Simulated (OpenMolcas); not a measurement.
Fe4+ (d4) on a cation site of an ionic host was computed by CASSCF with the d shell active (OpenMolcas, ANO-RCC-VTZP on the metal). Its lowest spin-free states, and all those of the highest spin:

```csv
2S+1,Degeneracy,E (cm-1)
5,2,0.0
3,3,7448
1,3,20009
1,2,21662
3,2,22168
5,3,22372
3,3,24920
3,3,25908
3,1,27991
3,1,28334
1,1,29498
3,2,31256
```

**Question.** Is the site octahedral, tetrahedral or cube-like, axial, or of lower symmetry?

**Answer.** The states with 2S+1 = 5 have orbital degeneracies 2, 3. Threefold states need a cubic site. For d4 at this spin an octahedron puts the twofold E below the threefold T2 and a tetrahedron or cube puts the threefold T2 below the twofold E, so the site is octahedral. The first gap at this spin, 22400 cm-1, is |10Dq| in ligand-field theory. The run had Fe4+ with its 6 nearest fluoride ions at 1.804 Å, on the Ge site of Cs2GeF6 (a = 9.021 Å, distance in the model lattice 1.804 Å). The rest of the host is ab initio model potentials to 7.6 Å and point charges beyond; the distance is set by hand and nothing relaxes. Ligand basis ANO-RCC-VDZP.

An orbital doublet at a regular site is open to a Jahn-Teller distortion, which this geometry leaves out. Without dynamic correlation the repulsion within the d shell is too large (B by tens of per cent), so at a given field states of lower spin stand too high. This shell can be high or low spin here, a state of another spin lies low, and with metal d orbitals alone active their balance is uncertain, so the ground spin may be wrong. The least metal-like active orbital is 78 % on the metal (Löwdin) and no ligand orbital is active, so the numbers are rough. Ligand-to-metal charge-transfer states are missing. With no ligand orbital active B as a rule stays too high, so bands that hang on it stand too high and its fall with covalency is understated. With metal d orbitals alone and no dynamic correlation 10Dq can be off by a tenth to a fifth, either way, in oxide and fluoride hosts. The distance lies 3 % under the 1.863 Å that this model takes as the normal distance (a Shannon-type radius plus a fixed donor radius, weighted with the host); by an R⁻⁵ law this alone changes a d-shell field by about +17 %. No measured value stands beside these numbers; the geometry was set by hand and not optimised.
